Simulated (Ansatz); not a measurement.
The lowest singlet and triplet of Cl2Ge (SMILES [Cl][Ge][Cl]); geometries from B3LYP-D3(BJ)/def2-TZVP, each state relaxed from the structure named, with no frequency check.
Singlet (charge 0, multiplicity 1):
```
atom    x (Å)    y (Å)   z (Å)
----  -------  -------  ------
Cl    -1.6938  -0.6851  0.0000
Ge    -0.0005   0.7267  0.0000
Cl     1.6948  -0.6828  0.0000
```

A positive gap puts the triplet lower; no zero-point energy. R- takes a restricted singlet. The triplet is unrestricted in single-reference levels. Active spaces average the two states.

Frozen-core correlation. Filled d and f shells under p-block atoms count as core.

Run with Ansatz (Gaussian basis) for Hartree–Fock, density functionals and correlated methods. 

R-PBE/def2-TZVPP gives -2.793 eV for the gap E(singlet) − E(triplet), vertical, at the singlet's geometry.

Q: Predict the shift from PBE, with its sign, for: R-r2SCAN/def2-TZVPP, R-PBE0/def2-TZVPP, R-wB97M-V/def2-TZVPP, R-B2PLYP/def2-TZVPP, R-MP2/def2-QZVPP, R-CCSD(T)/def2-QZVPP, SC-NEVPT2 on SA-CASSCF(2,2)/def2-QZVPP, FIC-MRCISD+Q on SA-CASSCF(2,2)/def2-QZVPP.

A: R-r2SCAN/def2-TZVPP 0.145; R-PBE0/def2-TZVPP 0.070; R-wB97M-V/def2-TZVPP -0.120; R-B2PLYP/def2-TZVPP -0.062; R-MP2/def2-QZVPP 0.028; R-CCSD(T)/def2-QZVPP 0.023; SC-NEVPT2 on SA-CASSCF(2,2)/def2-QZVPP -0.022; FIC-MRCISD+Q on SA-CASSCF(2,2)/def2-QZVPP 0.004 eV. 5 of 8 lie above PBE; the widest gap is to R-r2SCAN/def2-TZVPP.

Ansatz is a program for electronic structure.
